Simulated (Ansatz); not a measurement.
Cost and result for the atomization energy of `C[CH](C)[Ga]([OH])[OH]` (15 atoms, 14 bonds).

Cartesian coordinates in Å:
```
C 1.622 -0.662 0.089
C 0.540 0.413 0.028
C 0.322 0.923 -1.392
Ga -1.127 -0.220 0.864
O -1.108 -1.111 2.411
O -2.800 -0.024 0.245
H 1.793 -1.016 1.108
H 2.572 -0.273 -0.295
H 1.361 -1.531 -0.521
H 0.861 1.254 0.654
H -0.411 1.733 -1.434
H -0.026 0.128 -2.058
H 1.257 1.307 -1.814
H -1.989 -1.359 2.704
H -2.867 0.439 -0.592
```

Total charge 0; spin multiplicity 1. Correlated methods include outer-core shells of Ga, which these sets cover unevenly. Scalar relativity is left out up to krypton. All single points use the PBE0-D4/def2-TZVP geometry. It is one conformer, not always the lowest. Program: Ansatz. All runs use 2 threads of an AMD EPYC 7R13 on a shared host and a share of an NVIDIA H100 80 GB. Times are those of one run each, without the atoms' runs, and a repeat can differ threefold. Electronic energies, without spin–orbit coupling; frozen cores. CCSD(T)/CBS adds CCSD(T) − MP2 in def2-TZVPP to the MP2 limit, and its time is that of the two runs behind it. T1 = 0.013. With those shells the extrapolation isn't a true limit. B3LYP takes the VWN-RPA correlation (the form of Gaussian; ORCA's B3LYP/G).

CCSD(T)/CBS is a level of theory with its own doubt, some kJ/mol a heavy atom from the limit and from the frozen cores, so smaller differences don't rank the functionals.

```
                             level  functions  wall time  atomization (kcal/mol)  difference from CCSD(T)/CBS  per bond
                PBE0-D4/def2-TZVPP        329      2.2 s                  1352.5                         -8.0      -0.6
 B3LYP-D4/def2-TZVPP (with forces)        329      2.6 s                  1347.9                        -12.6      -0.9
   PBE-D4/def2-TZVPP (with forces)        329      2.7 s                  1376.2                         15.7       1.1
                ωB97X-V/def2-TZVPP        329      2.9 s                  1355.2                         -5.3      -0.4
r2SCAN-D4/def2-TZVPP (with forces)        329        3 s                  1357.5                         -3.0      -0.2
  ωB97M-V/def2-TZVPP (with forces)        329      3.7 s                  1354.1                         -6.4      -0.5
                 B2PLYP/def2-TZVPP        329      3.8 s                  1339.8                        -20.7      -1.5
                    MP2/def2-QZVPP        644        6 s                  1371.8                         11.3       0.8
                CCSD(T)/def2-TZVPP        329       10 s                  1329.0                        -31.5      -2.3
                 CCSD(T)/CBS(def2)          –       16 s                  1360.5                          0.0       0.0
```

From PBE to PBE0 (25 % exact exchange), in def2-TZVPP and without D4, the atomization energy moves by −22.6 kcal/mol: exact exchange takes away binding that semilocal exchange gives to molecules. In def2-TZVPP, CCSD(T) changes the Hartree–Fock value by +345.4 kcal/mol (the triples alone add +19.3 kcal/mol) and MP2 by +369.6 kcal/mol; breaking electron pairs costs correlation energy, which Hartree–Fock lacks. The D4 term adds +11.7 kcal/mol with B3LYP and +6.3 kcal/mol with PBE0; it sums over pairs of atoms, weighted by their polarisabilities, and B3LYP, whose exchange is more repulsive, gets the larger term.
